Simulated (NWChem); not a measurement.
Electron attachment to CH$_{5}$Si

```
C
H 1 1.1013
H 1 1.1013 2 108.13
H 1 1.1042 2 108.04 3 -116.70
Si 1 1.8929 2 110.94 3 121.87
H 5 1.4971 1 111.67 2 58.50
H 5 1.4971 6 109.35 1 -124.10
```
Charge 0, spin multiplicity 2.

Program: NWChem. All single points use one geometry, from UB3LYP/def2-SVP, a minimum by its harmonic frequencies.

Basis set: def2-TZVPD. The species with one electron more has spin multiplicity 1 and keeps the geometry of the parent. Δ marks differences of total energies (open shells unrestricted). −ε marks an orbital energy of the parent. That orbital need not have the symmetry of the hole or added electron in the Δ rows. The basis adds only a small set of diffuse functions.

B3LYP has NWChem's definition, with VWN1-RPA local correlation. The structure started from a generated list of species. The unpaired electrons of the parent sit in orbitals of symmetry a' (Cs labels of the run); other states weren't searched. The stability of the SCF solutions was not checked. Open-shell Hartree-Fock references start from PBE0 orbitals.

Q: One of these methods gave a vertical electron affinity of -1.36 eV. Which?
(A) ΔCAM-B3LYP
(B) −ε(beta LUMO) of B3LYP
(C) G0W0@CAM-B3LYP
(D) −ε(beta LUMO) of HF

A: D, −ε(beta LUMO) of HF. The others give 2.55 (−ε(beta LUMO) of B3LYP), 0.18 (G0W0@CAM-B3LYP), 0.45 (ΔCAM-B3LYP).
